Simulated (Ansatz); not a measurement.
F2OS, charge -1, doublet, at a GFN2-xTB geometry (a state made from the parent by changing its charge; the spin is typed, not shown lowest) (a gas-phase anion, which may not be bound at this level), with bond 4-2 at 2.2 times its length; B3LYP/6-31G in Ansatz (a program for electronic structure).

Here is a job for Ansatz.
Ansatz 0.2 input:
```yaml
crystal:
  periodic: [false, false, false]
  atoms:
    - {symbol: O, position_ang: [1.30256338, -0.09150231, -0.17980136]}
    - {symbol: S, position_ang: [-0.13768958, 0.00967240, 0.01900620]}
    - {symbol: F, position_ang: [-0.34190385, 1.86544885, -0.03962579]}
    - {symbol: F, position_ang: [-1.09129982, -3.97448633, 0.34164551]}
basis:
  gaussian:
    orbitals: 6-31G
hamiltonian:
  xc: b3lyp
total_charge: -1
magnetization: {spin_polarized: true, initial_magnetization: 1}
scf: {lower_state_search: off}
```

The log (banner, timings and long lists left out):

```
Functional definition: B3LYP
these checks for a lower state are left out or cut short: stability, starts, cluster_reference, orbital_swaps, neighbouring_geometries, increment
376 factors; integrals over basis functions are off by at most 1.9e-4 eV
mean field evaluation 1: about -18304.4676 eV, gradient 3.0e1 eV
mean field evaluation 2: about -18025.6468 eV, gradient 1.2e2 eV
mean field evaluation 4: about -18307.4182 eV, gradient 2.0e1 eV
mean field evaluation 8: about -18307.6196 eV, gradient 1.8e1 eV
mean field evaluation 16: about -18309.9757 eV, gradient 7.1e-2 eV
mean field -18309.97617984 eV, -672.8792136614 hartree, gradient 5.1e-6 eV, S^2 0.751841; 0 other end points of the search recorded, 0 dependent functions left out
reference -18309.97633003 eV, -672.8792191807 hartree; 22, 21 occupied and 18, 19 virtual orbitals, 376 factors
Total energy: -18309.97633003 eV, -672.8792191807 hartree
Checks for a lower state left out: stability, starts, cluster_reference, orbital_swaps, neighbouring_geometries, increment
```
